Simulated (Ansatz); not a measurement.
A structure relaxed at r2SCAN-D4/def2-SVP in Ansatz, charge 0, singlet:

```xyz
15

Si   -0.297    0.377    2.088
Si   -0.270    0.961   -1.536
Si   -0.429    2.965   -0.371
Si    0.482   -2.636   -0.539
Si    1.422    1.337    0.196
Si    1.676   -0.980    0.698
Si    0.486    0.882   -3.746
Si    0.007    2.659    1.887
Si   -1.369   -0.950   -0.484
Si    1.200   -1.277    2.993
Si   -1.448   -2.845   -1.975
Si    1.869    3.561    0.518
Si   -0.622   -0.899   -3.043
Si   -0.380   -2.317    1.609
Si   -2.327   -0.839    1.705
```

Task: Give its formula.

Result: the cluster Si15.

Task: Summarise the bond lengths by kind (pairs closer than 1.2 times the sum of covalent radii, bridged metal pairs left out).

Result: 27 × Si–Si 2.21 to 2.62 Å.

Another isomer (singlet) lies 1.60 eV lower at PBE0-D4/def2-SVP; other spin states weren't run for this one.
